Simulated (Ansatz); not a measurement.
`CNBS` and `CNBO` differ in one element.

Ansatz, PBE0-D4/def2-TZVP geometries, multiplicity 1. Each molecule was computed in one conformer, which needn't be the lowest.

```json
{"property": "size of the dipole moment (ωB97M-V/def2-TZVPP) / D", "`CNBS`": "1.80"}
{"property": "size of the dipole moment (PBE/def2-TZVPP) / D", "`CNBS`": "1.80"}
{"property": "HOMO energy (PBE/def2-TZVPP) / eV", "`CNBS`": "-5.69"}
{"property": "LUMO energy (ωB97M-V/def2-TZVPP) / eV", "`CNBS`": "2.21"}
{"property": "HOMO–LUMO gap (ωB97M-V/def2-TZVPP) / eV", "`CNBS`": "11.29"}
{"property": "LUMO energy (PBE/def2-TZVPP) / eV", "`CNBS`": "-0.43"}
```

Task: What does the change do to each property? (Best estimate.)

Result: Computed: 
```
                                          property  `CNBO`  shift
size of the dipole moment (ωB97M-V/def2-TZVPP) / D    0.56  -1.24
    size of the dipole moment (PBE/def2-TZVPP) / D    0.53  -1.27
                 HOMO energy (PBE/def2-TZVPP) / eV   -5.74  -0.05
             LUMO energy (ωB97M-V/def2-TZVPP) / eV    2.54   0.33
           HOMO–LUMO gap (ωB97M-V/def2-TZVPP) / eV   11.99   0.70
                 LUMO energy (PBE/def2-TZVPP) / eV    0.41   0.84
```

With PBE0 the HOMO falls by 0.21 eV and the LUMO rises by 0.77 eV, so the gap widens by about 0.98 eV. PBE moves the HOMO by -0.05 eV and ωB97M-V by -0.37 eV. Dipoles are sizes alone; their direction can turn.
